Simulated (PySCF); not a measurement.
NMR data simulated for an unnamed compound:

¹H NMR (400 MHz, computed): δ 7.89 (d, 1H), 7.37 (m, 1H), 7.13 (m, 1H), 3.67 (m, 1H), 3.63 (m, 1H), 2.34 (m, 1H), 2.33 (m, 1H).

¹³C{¹H} NMR (computed): δ 171.6 (CH), 155.1 (CH), 151.9 (CH), 138.2 (C), 121.1 (C), 81.5 (CH2), 58.5 (CH), 55.4 (CH).

- coordinates at the GFN2-xTB level
- shielding tensors at PBE0/pcSseg-1 (GIAO)
- code: PySCF
- no relativistic terms, gas phase, one conformer

δ = σ(ref) − σ, references computed at the same level: ¹H and ¹³C against TMS.

Which of these does the molecule contain: a non-aromatic C=C double bond, a CF3 group, a nitrile, a vinyl group CH=CH2, an aldehyde?

## Answers


- A non-aromatic C=C double bond: yes.
- A CF3 group: no.
- A nitrile: yes (δC 121.1).
- A vinyl group CH=CH2: no.
- An aldehyde: no.

The data belong to `N#CC1=C[C@@H]2C=C[C@H]1C2`, C$_{8}$H$_{7}$N; they needn't prove each group on their own.

Carbon signals by region: 1 in the far downfield region (above 160 ppm), 4 in the sp2 and nitrile region (100–160 ppm), 3 at 50–100 ppm. Above 160 ppm: 171.6, alkene CH.

Shifts are as computed. Against solution values, carbons near 30 ppm lie about +3 ppm off and those near 130 ppm about +5 ppm. Of 1211 compounds with measured shifts, 218 miss one by over three times the rms of a fit or turn the order of signals round; such compounds aren't used in these exercises. No couplings were computed; multiplicities are counted from neighbouring protons, with m where these are inequivalent, close in shift, in a saturated or five-membered ring or joined by F or P, and br s for small geminal =CH2 splittings.
